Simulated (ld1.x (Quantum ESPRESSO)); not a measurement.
# silver (Ag), TM: configuration errors across variants

| Property | Result |
| --- | --- |
| Element | Ag (Z = 47) |
| Generator | ld1.x (Quantum ESPRESSO) 7.5 |
| Type | norm-conserving Troullier–Martins (Kleinman–Bylander form) |
| Functional | Wu–Cohen |
| Relativity | scalar-relativistic |
| Frozen core | [Ar] 3d10 |
| Valence charge | 19 |
| Reference configuration | 4s2 4p6 4d10 5s1 5p0 |
| Partial waves | 4p (bound): rc 1.50 bohr; 4d (bound): rc 1.70 bohr; 4s (bound): rc 1.30 bohr |
| Local potential | the s channel |
| Core correction | none |

Occupied shells without a wave of their own: 5s. They enter only through the test configuration that unscreens the potential.

All-electron excitation energies from the reference (eV): (1) 4s2 4p6 4d10 5s0 5p0 7.730; (2) 4s2 4p6 4d9 5s0 5p0 29.857; (3) 4s2 4p6 4d8 5s0 5p0 66.059; (4) 4s2 4p6 4d10 5s0 5p1 3.971; (5) 4s2 4p6 4d9 5s2 5p0 4.049; (6) 4s2 4p6 4d7 5s0 5p0 117.780; (7) 4s2 4p6 4d9 5s1 5p1 8.646.

For the base: The 5s level has no wave, so the channel is fitted at the deeper level alone: the likely source of the large errors.

Tests that are not counted but printed errors over 1 eV. “all radii scaled by about 1.26 (s 1.64, p 1.90, d 2.14 bohr)”: 4s2 4p6 4d9 5s1 5p1 (solver errors, printed error -5.4 eV).

1 further variants failed, have other tests or too few solved ones, and are left out.

The file “base” misses its own reference levels by 0.7 eV. The file “all radii scaled by about 1.09 (s 1.42, p 1.64, d 1.86 bohr)” misses its own reference levels by 1.2 eV. The file “all radii scaled by about 1.16 (s 1.52, p 1.74, d 1.98 bohr)” misses its own reference levels by 2.0 eV. The file “all radii scaled by about 1.26 (s 1.64, p 1.90, d 2.14 bohr)” misses its own reference levels by 3.2 eV.

Errors AE − PS in meV (a dash: test not solved or not reliable):

```tsv
change	(1)	(2)	(3)	(4)	(5)	(6)	(7)	bound ghosts
base	-971	-1456	-1984	-677	+905	-2510	+216	none
all radii scaled by about 0.84 (s 1.10, p 1.26, d 1.44 bohr)	-261	-397	-544	-172	+246	-683	+73	none
all radii scaled by about 1.09 (s 1.42, p 1.64, d 1.86 bohr)	-1622	-2401	-3249	-1148	+1500	-4098	+338	none
all radii scaled by about 1.16 (s 1.52, p 1.74, d 1.98 bohr)	-2659	-3990	-5445	-1898	+2299	-6928	+399	none
all radii scaled by about 1.26 (s 1.64, p 1.90, d 2.14 bohr)	-4104	-6251	-8608	-2934	–	-11038	–	not determined
```

(1) Give the same row for: all radii scaled by about 0.75 (s 0.98, p 1.12, d 1.28 bohr).

Answers

(1) -121, -185, -251, -75, +114, -310, +42; bound ghosts: none.
